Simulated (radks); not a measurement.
The nitrogen anion N2-, [He] 2s2 2p5, held by a Watson sphere: a shell of charge +2 at radius R that stands for the Madelung well of a crystal (potential energy -2/R inside, -2/r outside, in hartree with lengths in bohr). Calculated with a radial shooting solver on a logarithmic mesh with Libxc functionals: scalar-relativistic Kohn-Sham, LB94 model potential, spin-unpolarised, spherical densities, finite nucleus; Fermi nuclear charge, rms radius of each element as measured or else 0.836 A^(1/3) + 0.57 fm. Response by self-consistent Sternheimer equations with the Hartree and adiabatic LDA kernel, the relativistic mass of each level held fixed and spin-orbit coupling left out. The sphere does not respond.

R (bohr),e(1s) (eV),e(2s) (eV),e(2p) (eV),<r> 2p (bohr),sum of <r^2> (bohr^2),X-ray form factor at sin(theta)/lambda = 0.1 1/angstrom,alpha (bohr^3)
1.84,-401.55,-23.361,-12.493,1.608,21.73,7.619,13.63
1.85,-401.55,-23.309,-12.451,1.611,21.81,7.615,13.76
1.97,-401.47,-22.697,-11.964,1.644,22.68,7.570,15.28
2.15,-401.31,-21.843,-11.267,1.692,23.96,7.507,17.85
2.19,-401.26,-21.663,-11.118,1.702,24.24,7.494,18.46
2.94,-400.11,-18.914,-8.693,1.871,29.22,7.281,33.89
3.55,-399.09,-17.346,-7.190,1.984,33.05,7.152,53.34
